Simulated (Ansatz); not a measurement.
A nudged elastic band was laid between two geometries of F3GeH + H2S (8 atoms, charge 0, multiplicity 1).

Method: RKS B3LYP-D4/def2-SVP in Ansatz 0.2.0.

```json
{
 "movable images": "7",
 "climbing image": "yes",
 "spring": "0.5 eV/Å²",
 "optimiser": "quadratic models (default)",
 "start path": "through a guess of the saddle point",
 "force threshold": "0.05 eV/Å",
 "iteration limit": "60",
 "end points": "relaxed"
}
```

First end point:

```xyz
8
Properties=species:S:1:pos:R:3
Ge -0.601 -1.021 0.201
H 0.553 -1.490 1.062
F -0.239 -0.835 -1.476
F -1.881 -2.177 0.232
F -1.345 0.447 0.721
H 0.687 2.155 0.530
S 1.711 1.471 -0.029
H 1.115 1.450 -1.241
```

Last end point:

```xyz
8
Properties=species:S:1:pos:R:3
Ge -0.680 -0.126 -0.394
H 1.693 -1.171 1.318
F 0.140 -1.615 -0.667
F -1.602 -0.382 1.035
F -1.823 0.070 -1.668
H 1.743 -0.654 1.874
S 0.668 1.599 -0.324
H -0.139 2.279 -1.174
```

Q: What changes between the two ends?

A: Bonds broken: Ge1–H2, H6–S7. Bonds formed: Ge1–S7, H2–H6. F3GeH + H2S becomes F3GeHS + H2.

Q: Give the energies along the band, and the barrier.

A: The run converged. The highest image is number 4 of 0 to 8, 2.27 eV above the first end and 2.25 eV above the last; the last end lies 0.02 eV above the first. Neighbouring images differ by up to 2.1 eV, so the band resolves the path poorly. Another band between the same ends (7 images) ends at a top of the same energy, where a vibrational analysis finds 1 clearly imaginary mode. The orbitals stay closed-shell, which can raise the energy where a bond breaks towards radicals; this wasn't checked here.

```json
{"image": "0", "path coordinate (Å)": "0.00", "energy (eV)": "0.00", "Ge1–H2 (Å)": "1.51", "H6–S7 (Å)": "1.35", "Ge1–S7 (Å)": "3.41"}
{"image": "1", "path coordinate (Å)": "1.09", "energy (eV)": "0.04", "Ge1–H2 (Å)": "1.52", "H6–S7 (Å)": "1.35", "Ge1–S7 (Å)": "3.37"}
{"image": "2", "path coordinate (Å)": "2.18", "energy (eV)": "0.06", "Ge1–H2 (Å)": "1.52", "H6–S7 (Å)": "1.35", "Ge1–S7 (Å)": "3.39"}
{"image": "3", "path coordinate (Å)": "3.26", "energy (eV)": "0.31", "Ge1–H2 (Å)": "1.52", "H6–S7 (Å)": "1.35", "Ge1–S7 (Å)": "3.12"}
{"image": "4", "path coordinate (Å)": "4.36", "energy (eV)": "2.27", "Ge1–H2 (Å)": "1.80", "H6–S7 (Å)": "1.73", "Ge1–S7 (Å)": "2.45"}
{"image": "5", "path coordinate (Å)": "5.98", "energy (eV)": "0.21", "Ge1–H2 (Å)": "2.95", "H6–S7 (Å)": "2.71", "Ge1–S7 (Å)": "2.20"}
{"image": "6", "path coordinate (Å)": "7.58", "energy (eV)": "0.03", "Ge1–H2 (Å)": "3.48", "H6–S7 (Å)": "3.70", "Ge1–S7 (Å)": "2.19"}
{"image": "7", "path coordinate (Å)": "9.17", "energy (eV)": "0.02", "Ge1–H2 (Å)": "3.24", "H6–S7 (Å)": "3.40", "Ge1–S7 (Å)": "2.19"}
{"image": "8", "path coordinate (Å)": "10.77", "energy (eV)": "0.02", "Ge1–H2 (Å)": "3.11", "H6–S7 (Å)": "3.33", "Ge1–S7 (Å)": "2.19"}
```

Q: What is the geometry of the highest image?

A: 
```xyz
8
Properties=species:S:1:pos:R:3:forces:R:3
Ge -0.475 -0.504 -0.116 0.00 -0.01 0.00
H 0.706 -0.455 1.241 0.00 -0.01 -0.02
F -0.193 -1.514 -1.489 0.01 0.02 0.00
F -1.273 -1.676 0.891 -0.01 0.01 0.01
F -1.734 0.684 -0.166 -0.01 -0.01 0.00
H 1.194 0.215 0.678 0.00 0.00 0.01
S 1.236 1.115 -0.798 0.01 0.00 -0.01
H 0.539 2.136 -0.241 0.00 0.00 0.00
```

Time of the run: 11 min on 2 threads of Arm Neoverse V1, with other jobs on the host, peak memory 0.32 GiB.
